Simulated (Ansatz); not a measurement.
Basis-set extrapolation for FH8NSi3, SMILES `N[SiH2][SiH](F)[SiH3]` (PBE0-D4/def2-TZVP geometry, frozen core, Ansatz 0.2.0). Multiplicity 1, RHF reference.

|  | def2-TZVPP | def2-QZVPP |
| --- | --- | --- |
| HF | -1025.529979 | -1025.565050 |
| MP2 correlation | -0.835943 | -0.904519 |
| CCSD(T) correlation | -0.930386 | not run |

Energies in hartree. Use E(X) = E(∞) + A·exp(−7.88·√X) for Hartree–Fock and E(X) = E(∞) + B·X^(−2.97) for correlation, with X = 3 and 4, and add CCSD(T) minus MP2 of the smaller set to the MP2 limit.

Task: What is the CCSD(T) energy at the basis-set limit?

Result: HF limit: -1025.565050 + (-0.035071) × 0.13774 = -1025.56988. MP2 limit: -0.904519 + (-0.068576) × 0.74074 = -0.95532. Higher-order term: -0.930386 − (-0.835943) = -0.09444. Total: -1026.61964 hartree, 418.2 kJ/mol below CCSD(T)/def2-TZVPP.
